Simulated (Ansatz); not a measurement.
Geometry optimisation, RHF/def2-SVP in Ansatz.

Input:

```yaml
crystal:
  periodic: [false, false, false]
  atoms:
    - { symbol: Hf, position_ang: [-0.062058, 0.10714, 0.032035] }
    - { symbol: "N", position_ang: [-0.040706, 0.040821, 2.190193] }
    - { symbol: H, position_ang: [-0.859697, 0.091848, 2.77314] }
    - { symbol: H, position_ang: [0.752073, 0.310596, 2.748184] }
    - { symbol: F, position_ang: [1.68336, 0.54843, -0.641945] }
    - { symbol: O, position_ang: [-1.288409, 1.465244, -0.535681] }
    - { symbol: H, position_ang: [-1.969191, 2.048214, -0.823843] }
    - { symbol: F, position_ang: [-0.80736, -1.541064, -0.644086] }
    - { symbol: S, position_ang: [1.801177, -2.822741, 1.445213] }
    - { symbol: H, position_ang: [0.788501, -3.582374, 1.013853] }
    - { symbol: H, position_ang: [0.99211, -1.979313, 2.168036] }
basis:
  gaussian: { orbitals: def2-SVP }
hamiltonian:
  xc: hf
relax:
  f_tol: 0.03
  max_steps: 50
```

Run as:

```bash
$ ansatz run input.yaml --threads 2 --pin off --max-ram 3072MiB --backend cpu --events-out ev --progress --plain --runs-dir out
```

Where does it end, and by what steps?

The run converged. The force dipped under the threshold on the way, but the program's further checks kept it going. After 39 steps the energy has fallen by 0.389 eV; H10 moved furthest, 1.86 Å. Joined: Hf1–S9 (3.75 → 3.21 Å).

```json
{"step": "0", "energy less start (eV)": "0.0000", "largest force component (eV/Å)": "1.563", "accepted": "yes"}
{"step": "2", "energy less start (eV)": "-0.1720", "largest force component (eV/Å)": "0.310", "accepted": "yes"}
{"step": "4", "energy less start (eV)": "-0.1914", "largest force component (eV/Å)": "1.095", "accepted": "no"}
{"step": "6", "energy less start (eV)": "-0.2312", "largest force component (eV/Å)": "0.275", "accepted": "yes"}
{"step": "8", "energy less start (eV)": "-0.2423", "largest force component (eV/Å)": "0.836", "accepted": "no"}
{"step": "10", "energy less start (eV)": "-0.2861", "largest force component (eV/Å)": "0.087", "accepted": "yes"}
{"step": "12", "energy less start (eV)": "-0.3049", "largest force component (eV/Å)": "0.246", "accepted": "yes"}
{"step": "14", "energy less start (eV)": "-0.3155", "largest force component (eV/Å)": "0.143", "accepted": "yes"}
{"step": "16", "energy less start (eV)": "-0.3185", "largest force component (eV/Å)": "0.390", "accepted": "yes"}
{"step": "18", "energy less start (eV)": "-0.3294", "largest force component (eV/Å)": "0.078", "accepted": "yes"}
{"step": "20", "energy less start (eV)": "-0.3332", "largest force component (eV/Å)": "0.649", "accepted": "no"}
{"step": "22", "energy less start (eV)": "-0.3441", "largest force component (eV/Å)": "0.330", "accepted": "yes"}
{"step": "24", "energy less start (eV)": "-0.3488", "largest force component (eV/Å)": "0.570", "accepted": "yes"}
{"step": "26", "energy less start (eV)": "-0.3753", "largest force component (eV/Å)": "0.081", "accepted": "yes"}
{"step": "28", "energy less start (eV)": "-0.3624", "largest force component (eV/Å)": "0.719", "accepted": "no"}
{"step": "30", "energy less start (eV)": "-0.3826", "largest force component (eV/Å)": "0.217", "accepted": "yes"}
{"step": "32", "energy less start (eV)": "-0.3841", "largest force component (eV/Å)": "0.110", "accepted": "yes"}
{"step": "34", "energy less start (eV)": "-0.3869", "largest force component (eV/Å)": "0.081", "accepted": "yes"}
{"step": "36", "energy less start (eV)": "-0.3884", "largest force component (eV/Å)": "0.031", "accepted": "yes"}
{"step": "38", "energy less start (eV)": "-0.3887", "largest force component (eV/Å)": "0.051", "accepted": "yes"}
{"step": "39", "energy less start (eV)": "-0.3888", "largest force component (eV/Å)": "0.026", "accepted": "yes"}
```

```xyz
11
Properties=species:S:1:pos:R:3
Hf -0.262 -0.126 0.339
N -0.080 0.571 2.263
H -0.477 1.439 2.580
H 0.398 0.141 3.034
F 1.398 -0.220 -0.673
O -1.285 1.273 -0.490
H -1.778 1.893 -0.993
F -1.340 -1.736 0.139
S 1.447 -2.497 1.659
H 2.318 -2.580 0.650
H 0.651 -3.472 1.214
```

Whether the end is a true minimum wasn't checked by a vibrational analysis.

Time of the run: 2.4 min on 2 threads of Arm Neoverse V1, with other jobs on the host, peak memory 0.31 GiB.
